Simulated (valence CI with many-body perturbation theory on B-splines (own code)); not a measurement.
Energy levels of Hf XXXIX

Computed by relativistic CI+MBPT: six valence electrons over a frozen Dirac-Fock core [Ar] 3d10, radial functions for each j: 9 s, 9 p, 8 d, 6 f, 3 g, 1 h, with the one-electron correlation potential Σ1, the two-electron term Σ2, the three-electron term Σ3, Breit, model QED; selected CI, second order for the rest, scaled by the run's own slope (own B-spline code, finite nucleus).

The last digits are not significant, and no measured levels were compared; by estimate large intervals hold to a few tenths of a per cent, small ones and those within an open d or f shell to about a per cent. Among the levels kept, up to 630 cm⁻¹ of a level comes from second order outside the variational space, and about a tenth of that is noise between levels of different J, which matters for small intervals.

Levels 1 to 39 of 39, with energies above the lowest level, (4s^2 4p1/2^2 4p3/2^2) J=2. "Leading %" is the weight of the configuration and term that name the level; weights of strongly mixed levels are sums over their largest components and can fall short, and the name can then belong to a minority configuration. In the jj column 3d3/2^4 stands for four electrons in 3d with j = 3/2. Lifetimes count E1, E2, E3, M1 and M2 decay at the calculated energies, and are blank where another channel may lead or the interval is too uncertain; long ones can be off by a factor of two.

```
No.  Configuration  Term  J  E (cm⁻¹)  Leading %                       Leading jj     Second component  Lifetime
  1        4s2 4p4    3P  2         0         69      4s^2 4p1/2^2 4p3/2^2 (99 %)      30 % 4s2 4p4 1D          
  2        4s2 4p4    1S  0     67936         61      4s^2 4p1/2^2 4p3/2^2 (98 %)      38 % 4s2 4p4 3P    192 ms
  3        4s2 4p4    3P  1    637910         99        4s^2 4p1/2 4p3/2^3 (99 %)                         187 ns
  4        4s2 4p4    1D  2    672850         69        4s^2 4p1/2 4p3/2^3 (98 %)      30 % 4s2 4p4 3P    367 ns
  5     4s2 4p3 4d   3F°  2   1178000         29  4s^2 4p1/2^2 4p3/2 4d3/2 (97 %)  21 % 4s2 4p3 4d 3D°    152 ps
  6     4s2 4p3 4d   3P°  1   1196400         27  4s^2 4p1/2^2 4p3/2 4d3/2 (93 %)  26 % 4s2 4p3 4d 5D°    105 ps
  7     4s2 4p3 4d   3P°  0   1201300         57  4s^2 4p1/2^2 4p3/2 4d3/2 (98 %)  30 % 4s2 4p3 4d 5D°   23.1 ns
  8     4s2 4p3 4d   3F°  3   1207500         28  4s^2 4p1/2^2 4p3/2 4d3/2 (93 %)  20 % 4s2 4p3 4d 3D°   18.9 ns
  9         4s 4p5   3P°  2   1309400         32  4s^2 4p1/2^2 4p3/2 4d5/2 (65 %)  17 % 4s2 4p3 4d 3P°    131 ps
 10     4s2 4p3 4d   3F°  4   1330400         47  4s^2 4p1/2^2 4p3/2 4d5/2 (98 %)  30 % 4s2 4p3 4d 5D°   34.6 μs
 11        4s2 4p4    3P  0   1338400         61              4s^2 4p3/2^4 (98 %)      37 % 4s2 4p4 1S   83.7 ns
 12     4s2 4p3 4d   3D°  3   1432500         34  4s^2 4p1/2^2 4p3/2 4d5/2 (88 %)  19 % 4s2 4p3 4d 3F°   2.66 ps
 13     4s2 4p3 4d   3P°  1   1444700         30  4s^2 4p1/2^2 4p3/2 4d5/2 (75 %)  16 % 4s2 4p3 4d 1P°   4.49 ps
 14         4s 4p5   3P°  2   1463400         58        4s 4p1/2^2 4p3/2^3 (58 %)  11 % 4s2 4p3 4d 5D°   2.69 ps
 15         4s 4p5   1P°  1   1539000         33        4s 4p1/2^2 4p3/2^3 (62 %)      30 % 4s 4p5 3P°   2.00 ps
 16     4s2 4p3 4d   5D°  0   1782600         48  4s^2 4p1/2 4p3/2^2 4d3/2 (93 %)  27 % 4s2 4p3 4d 1S°    149 ps
 17     4s2 4p3 4d   3D°  1   1782600         46  4s^2 4p1/2 4p3/2^2 4d3/2 (95 %)  38 % 4s2 4p3 4d 5D°   24.6 ps
 18     4s2 4p3 4d   3F°  2   1784500         44  4s^2 4p1/2 4p3/2^2 4d3/2 (96 %)  28 % 4s2 4p3 4d 5D°    131 ps
 19     4s2 4p3 4d   3F°  3   1812400         36  4s^2 4p1/2 4p3/2^2 4d3/2 (94 %)  28 % 4s2 4p3 4d 3G°   74.3 ps
 20     4s2 4p3 4d   3G°  4   1846700         51  4s^2 4p1/2 4p3/2^2 4d3/2 (98 %)  33 % 4s2 4p3 4d 1G°   1.18 μs
 21     4s2 4p3 4d   3F°  2   1887500         61  4s^2 4p1/2 4p3/2^2 4d3/2 (94 %)  25 % 4s2 4p3 4d 1D°   12.6 ps
 22     4s2 4p3 4d   3D°  3   1919900         58  4s^2 4p1/2 4p3/2^2 4d5/2 (94 %)  30 % 4s2 4p3 4d 5D°   13.8 ps
 23     4s2 4p3 4d   5D°  4   1927100         50  4s^2 4p1/2 4p3/2^2 4d5/2 (98 %)  20 % 4s2 4p3 4d 3G°    245 ns
 24     4s2 4p3 4d   1S°  0   1940300         37  4s^2 4p1/2 4p3/2^2 4d5/2 (69 %)  32 % 4s2 4p3 4d 3P°   1.28 ns
 25     4s2 4p3 4d   3D°  1   1946700         38  4s^2 4p1/2 4p3/2^2 4d5/2 (81 %)  30 % 4s2 4p3 4d 1P°   43.6 ps
 26     4s2 4p3 4d   3P°  2   1962300         43  4s^2 4p1/2 4p3/2^2 4d3/2 (85 %)  20 % 4s2 4p3 4d 3D°    670 fs
 27     4s2 4p3 4d   3D°  3   1965400         48  4s^2 4p1/2 4p3/2^2 4d3/2 (86 %)  23 % 4s2 4p3 4d 3F°    699 fs
 28     4s2 4p3 4d   3S°  1   1965700         39  4s^2 4p1/2 4p3/2^2 4d3/2 (85 %)  36 % 4s2 4p3 4d 3P°    629 fs
 29     4s2 4p3 4d   3F°  4   1970500         68  4s^2 4p1/2 4p3/2^2 4d5/2 (97 %)  29 % 4s2 4p3 4d 1G°   1.09 μs
 30     4s2 4p3 4d   3G°  5   1983600         99  4s^2 4p1/2 4p3/2^2 4d5/2 (99 %)                        1.10 μs
 31     4s2 4p3 4d   3D°  1   2027400         37  4s^2 4p1/2 4p3/2^2 4d3/2 (77 %)  32 % 4s2 4p3 4d 1P°    691 fs
 32     4s2 4p3 4d   3D°  2   2043500         46  4s^2 4p1/2 4p3/2^2 4d5/2 (98 %)  28 % 4s2 4p3 4d 3P°    120 ps
 33     4s2 4p3 4d   1F°  3   2069400         35  4s^2 4p1/2 4p3/2^2 4d5/2 (98 %)  33 % 4s2 4p3 4d 3F°    588 ps
 34     4s2 4p3 4d   3D°  2   2096700         42  4s^2 4p1/2 4p3/2^2 4d5/2 (89 %)  17 % 4s2 4p3 4d 3F°   2.17 ps
 35     4s2 4p3 4d   3D°  1   2109800         28  4s^2 4p1/2 4p3/2^2 4d5/2 (73 %)  20 % 4s2 4p3 4d 1P°   1.37 ps
 36     4s2 4p3 4d   1F°  3   2131300         45  4s^2 4p1/2 4p3/2^2 4d5/2 (85 %)  18 % 4s2 4p3 4d 3F°   1.81 ps
 37         4s 4p5   3P°  0   2134300         57          4s 4p1/2 4p3/2^4 (57 %)  17 % 4s2 4p3 4d 1S°   1.82 ps
 38     4s2 4p3 4d   1D°  2   2156400         38  4s^2 4p1/2 4p3/2^2 4d5/2 (89 %)  35 % 4s2 4p3 4d 3P°   1.04 ps
 39         4s 4p5   3P°  1   2215200         33          4s 4p1/2 4p3/2^4 (63 %)      32 % 4s 4p5 1P°    990 fs
```

The ionisation energy to 4s2 4p3 2P°_3/2 of the next ion comes out as 1777.5 eV (NIST: 1776 ± 4 eV (theoretical)). All 39 levels together are meant to be complete up to 2216600 cm⁻¹.
